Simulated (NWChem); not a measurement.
System: arsine (AsH3); SMILES [AsH3]

NWChem input:

```
start job
memory heap 200 mb stack 900 mb global 1100 mb
geometry units angstroms
  As     0.005801    -0.004148     0.052791
  H     -1.293829     0.413383    -0.626293
  H      0.827634     0.937993    -0.819900
  H      0.203798    -1.163097    -0.917904
end
basis spherical
  * library 3-21g
end
dft
  xc hfexch
  iterations 150
end
driver
  maxiter 120
end
task dft optimize
task dft freq
```

The level has its own optimisation; frequencies are unscaled.

### Question
Predict the main results of this run. (Hartree-Fock/3-21G.) Quantities: r As–H (Å); highest harmonic frequency (cm⁻¹); lowest (cm⁻¹); zero-point energy (kcal/mol); dipole (D).

### Answer
```json
{
  "r As–H (Å)": "1.521",
  "highest harmonic frequency (cm⁻¹)": "2190",
  "lowest (cm⁻¹)": "994",
  "zero-point energy (kcal/mol)": "13.8",
  "dipole (D)": "0.68"
}
```
